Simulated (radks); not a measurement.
Results of a calculation; reference values are marked as such.
Problem. P+, configuration [Ne] 3s2 3p1 6p1 (not the ground configuration). Code: a radial shooting solver on a logarithmic mesh with Libxc functionals. Model: non-relativistic Kohn-Sham, r2SCAN, spin-polarised, spherical densities, point nucleus; open shells are filled with parallel spins first; meta-GGA in the generalised Kohn-Sham scheme. Some entries of the table are withheld. Estimate them.

orbital,occ.,eigenvalue (eV),r(max) (bohr),<r> (bohr)
1s up,1,-2112.274,0.06805,0.1040
1s down,1,-2112.068,0.06805,0.1040
2s up,1,-198.9880,0.4195,0.5189
2s down,1,-198.8488,0.4197,0.5189
2p up,3,(1),0.3548,0.4840
2p down,3,(2),0.3551,0.4839
3s up,1,-33.0270,1.526,1.758
3s down,1,-31.1772,1.518,1.762
3p up,1,-22.9248,1.684,1.970
3p down,0,-21.1698,1.679,1.969
6p up,1,-1.9476,18.39,17.07

Solution. 
(1) 2p up eigenvalue (eV): -148.5565
(2) 2p down eigenvalue (eV): -148.2953
